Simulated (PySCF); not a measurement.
Compound: C3H5N3O.
SMILES with atom numbers: `[CH3:1][O:2][c:3]1[n:4][cH:5][nH:6][n:7]1` (hydrogens: H8, H9, H10 on C1; H11 on C5; H12 on N6)

Structure optimised with GFN2-xTB, isolated species.

Problem. What internal coordinates does the optimisation give?

Solution. 
| bond | length (bohr) | order |
| --- | --- | --- |
| C1–O2 | 2.675 | single |
| O2–C3 | 2.501 | single |
| C3–N4 | 2.562 | aromatic |
| N4–C5 | 2.472 | aromatic |
| C5–N6 | 2.537 | aromatic |
| N6–N7 | 2.550 | aromatic |
| C3–N7 | 2.495 | aromatic |
| C1–H8, C1–H9, C1–H10 | 2.062 | single |
| C5–H11 | 2.022 | single |
| N6–H12 | 1.903 | single |

Bonds in one row agree within 0.02 bohr and their mean is given. Orders are formal, as drawn. A selection of angles:
| angle | degrees |
| --- | --- |
| O2–C1–H8 | 110.7 |
| O2–C1–H10 | 106.0 |
| H8–C1–H9 | 108.7 |
| C1–O2–C3 | 114.9 |
| O2–C3–N4 | 121.2 |
| O2–C3–N7 | 124.9 |
| N4–C3–N7 | 113.9 |
| C3–N4–C5 | 103.4 |
| N4–C5–N6 | 110.4 |
| N4–C5–H11 | 125.4 |
| N6–C5–H11 | 124.2 |
| C5–N6–N7 | 109.3 |
| C5–N6–H12 | 130.8 |
| N7–N6–H12 | 119.9 |
| C3–N7–N6 | 103.1 |

Dihedral angles: C1–O2–C3–N4 180° (antiperiplanar).

The 2 C–O bonds span 1.324 Å (O2–C3, drawn single) to 1.415 Å (C1–O2, drawn single), a spread of 0.091 Å. The 7 heavy atoms lie in one plane (0.001 Å rms). N7 (pyridine-type nitrogen) is bent (angle 103.1°). The 4 C–N bonds span 1.308 Å (N4–C5, aromatic) to 1.356 Å (C3–N4, aromatic), a spread of 0.048 Å. Of the pairs four or more bonds apart, N7···H8 is among the closest relative to their van der Waals radii: 2.65 Å, 96 % of the sum of Bondi's values. The 5-membered ring C3–N4–C5–N6–N7 has internal angles of 103.1° to 113.9° (sum 540°, against 540° for a flat polygon); it is planar, 0.00 Å rms from its mean plane, widest ring torsion 0°. N6 (pyrrole-type nitrogen) is planar (angles 130.8°, 119.9° and 109.3°, sum 360.0°, 0.00 Å off the plane of its three neighbours).

Point group: Cs (every atom within 0.08 Å of its image). Stationary, but not proved a minimum. The numbers are those of one conformer.

The numbers are calculated, not measured.
